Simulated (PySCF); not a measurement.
Correlation energy of Ne (neon, neutral)

[Ne], closed-shell 1S. Calculation: PySCF 2.14, in def2-TZVP; no relativity, point nucleus. Frozen: 1s2; 8 electrons correlated.

MP2 pair energies summed by pair of shells (mhartree):

```json
{"pair": "2p-2p", "energy": "-187.91", "share (%)": "71.8"}
{"pair": "2s-2p", "energy": "-64.21", "share (%)": "24.5"}
{"pair": "2s-2s", "energy": "-9.51", "share (%)": "3.6"}
```

Total MP2 correlation energy: -261.63 mhartree.

Same-spin part -68.30 and opposite-spin part -193.33 mhartree; SCS-MP2 scales them by 1/3 and 6/5 to -254.76 mhartree.

```json
{"level": "CCSD", "correlation energy (mhartree)": "-264.36"}
{"level": "(T)", "correlation energy (mhartree)": "-3.98"}
{"level": "CCSD(T)", "correlation energy (mhartree)": "-268.34"}
```

Diagnostics: T1 = 0.0060, D1 = 0.0093, largest double amplitude 0.031.

Cost of the coupled-cluster step: 0.13 s of wall time on 1 thread of Neoverse-V1 (shared host), for 8 correlated electrons.

Iterations:

```
CC2 = 0
CCSD nocc = 4, nmo = 30
frozen orbitals [0]
max_cycle = 100
direct = 0
conv_tol = 1e-08
conv_tol_normt = 1e-06
diis_space = 8
diis_start_cycle = 0
Init t2, MP2 energy = -128.803119277308  E_corr(MP2) -0.261626518780579
Init E_corr(CCSD) = -0.261626518835482
cycle = 1  E_corr(CCSD) = -0.261389689851119  dE = 0.000236828984  norm(t1,t2) = 0.0184369
cycle = 2  E_corr(CCSD) = -0.264114170459118  dE = -0.00272448061  norm(t1,t2) = 0.00442058
cycle = 3  E_corr(CCSD) = -0.264204801720193  dE = -9.06312611e-05  norm(t1,t2) = 0.00137529
cycle = 4  E_corr(CCSD) = -0.264361931668668  dE = -0.000157129948  norm(t1,t2) = 0.000392932
cycle = 5  E_corr(CCSD) = -0.264362807168688  dE = -8.7550002e-07  norm(t1,t2) = 2.55951e-05
cycle = 6  E_corr(CCSD) = -0.264361085625867  dE = 1.72154282e-06  norm(t1,t2) = 3.89723e-06
cycle = 7  E_corr(CCSD) = -0.264361372965812  dE = -2.87339945e-07  norm(t1,t2) = 5.90631e-07
cycle = 8  E_corr(CCSD) = -0.264361371969289  dE = 9.96523308e-10  norm(t1,t2) = 3.3644e-08
CCSD converged
E(CCSD) = -128.8058541304965  E_corr = -0.2643613719692888
CCSD(T) correction = -0.00398151952633468
```
